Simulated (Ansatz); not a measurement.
Z-matrix (Å, degrees):
```
Si
O 1 1.662
C 1 1.857 2 103.0
O 1 1.636 2 112.3 3 120.4
H 1 1.480 2 109.7 3 -123.4
H 2 0.959 1 117.4 3 179.4
Si 3 1.856 1 110.9 2 53.5
H 3 1.095 1 109.0 2 175.1
H 3 1.095 1 109.8 2 -66.9
H 4 0.962 1 116.3 2 -74.0
O 7 1.625 3 111.0 1 -61.9
F 7 1.614 3 104.9 1 57.2
H 7 1.475 3 116.2 1 174.3
H 11 0.967 7 113.6 3 34.2
```

The species carries charge 0 and has multiplicity 1.

**Question.** List the r2SCAN/def2-TZVPP orbital energies in eV (Ansatz 0.2.0). (Best estimate.)

**Answer.** Computed: Occupied: -1792.14, -1791.98, -666.06, -516.32, -515.89, -515.75, -272.83, -142.41, -142.26, -97.33, -97.27, -97.23, -97.16, -97.13, -97.10, -31.17, -27.03, -26.45, -26.35, -18.62, -14.77, -14.27, -13.70, -12.72, -11.48, -11.18, -11.16, -10.68, -10.16, -10.04, -9.78, -9.23, -8.66, -8.47, -8.24, -8.10, -7.52. Lowest empty: -0.02, 0.76, 0.95, 1.05, 1.47, 1.84, 2.25, 2.58.
